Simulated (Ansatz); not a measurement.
Molecule: trichloro(methoxy)germane, CH$_{3}$Cl$_{3}$GeO (charge 0, singlet). SMILES: [Cl][Ge]([Cl])([O]C)[Cl]
Geometry from a B3LYP-D3(BJ)/def2-TZVP (Ansatz, an electronic-structure program) optimisation:
```xyz
9

C     -2.6735    -0.3731    -0.1316
O     -1.4006    -0.9317    -0.4732
Ge     0.0713    -0.0821    -0.0470
Cl     0.1979     0.1853     2.0777
Cl     1.6871    -1.2736    -0.7456
Cl     0.1145     1.8563    -0.9652
H     -2.7805    -0.2623     0.9500
H     -3.4254    -1.0718    -0.4946
H     -2.8233     0.5960    -0.6130
```

Computed values are from Ansatz. Cores are frozen in the correlated levels unless marked. Open shells are spin-unrestricted. Spin-orbit coupling is left out. Frozen are the shells of the preceding noble gas and the d and f shells that filled before the atom's block. Non-relativistic. Basis-set limits of correlation are two-point, X^-3; Hartree-Fock from the larger set. The bracket is a focal-point correction in the basis named.

Question: What is the atomisation energy De at CCSD(T)/CBS(def2-TZVPPD,def2-QZVPPD)?

Answer: 738.6 kcal/mol.

Question: What is the total energy at CCSD(T)/CBS(def2-TZVPPD,def2-QZVPPD)?

Answer: -3570.0282 Eh.

Question: What is the T1 diagnostic at CCSD/def2-QZVPPD?

Answer: 0.010.

Question: What is the vertical ionisation energy (to the doublet) at RI-MP2/CBS(def2-TZVPPD,def2-QZVPPD)+[CCSD(T)-MP2]/def2-TZVPPD?

Answer: 11.39 eV.

Question: What is the dipole moment at CCSD(T)/def2-SVPD?

Answer: 1.74 D.
